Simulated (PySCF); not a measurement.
HfO, SMILES [O]=[Hf], multiplicity 1.

The structure is a stationary point at B3LYP-D3(BJ)/def2-TZVPD. The multiplicity is an assumed one; other spin states were not compared. The def2 effective core potentials stand for the cores of Hf; spin–orbit coupling is left out.

All values below come from PBE/def2-TZVPD (PySCF).

Gas-phase values at a fixed geometry.

Computed frontier levels, gap, dipole moment and polarisability:
```yaml
highest_occupied_level: -5.04 eV
lowest_empty_level: -3.46 eV
orbital_gap: 1.58 eV
dipole_moment: 3.25 D
quadrupole, principal values (traceless, Buckingham form, about the centre of nuclear charge): -4.72, 2.36, 2.36 D·Å
mean_static_polarisability: 86.1 bohr³ (12.76 Å³)
polarisability_principal_values: 78.3, 90.1, 90.1 bohr³
```
